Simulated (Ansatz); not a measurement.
C3H8BN, SMILES `BNC(=C)C`, relaxed with RKS PBE0-D4/def2-TZVP in Ansatz 0.2.0 from a PBE-D4/def2-SVP geometry. The force threshold is 0.005 eV/Å; the program also tests the step.

Total charge 0; spin multiplicity 1.

Start:

```xyz
13

B    -0.119    0.912   -1.831
N    -0.744    0.447   -0.659
C    -0.206   -0.197    0.475
C    -1.011   -0.566    1.500
C     1.276   -0.442    0.477
H    -0.823    1.440   -2.670
H     1.078    0.785   -1.985
H    -1.757    0.579   -0.580
H    -2.097   -0.379    1.476
H    -0.600   -1.068    2.386
H     1.582   -0.943    1.412
H     1.580   -1.076   -0.382
H     1.840    0.508    0.382
```

```json
{"step": "1", "energy (eV)": "-5403.5244", "largest force (eV/Å)": "0.563", "largest move (Å)": "0.000"}
{"step": "2", "energy (eV)": "-5403.5811", "largest force (eV/Å)": "0.143", "largest move (Å)": "0.032"}
{"step": "3", "energy (eV)": "-5403.5852", "largest force (eV/Å)": "0.018", "largest move (Å)": "0.012"}
{"step": "4", "energy (eV)": "-5403.5852", "largest force (eV/Å)": "0.017", "largest move (Å)": "0.001"}
{"step": "5", "energy (eV)": "-5403.5852", "largest force (eV/Å)": "0.022", "largest move (Å)": "0.009"}
{"step": "6", "energy (eV)": "-5403.5852", "largest force (eV/Å)": "0.002", "largest move (Å)": "0.004"}
```

End:

```xyz
13

B    -0.113    0.901   -1.809
N    -0.746    0.443   -0.653
C    -0.209   -0.196    0.472
C    -0.997   -0.561    1.485
C     1.262   -0.435    0.467
H    -0.795    1.420   -2.642
H     1.065    0.772   -1.949
H    -1.744    0.573   -0.580
H    -2.065   -0.378    1.469
H    -0.587   -1.054    2.355
H     1.562   -0.932    1.388
H     1.555   -1.058   -0.382
H     1.812    0.504    0.377
```

Hardware: 4 threads of an Arm Neoverse V2 on a shared host. Wall time 17 s, peak host memory 0.48 GiB.
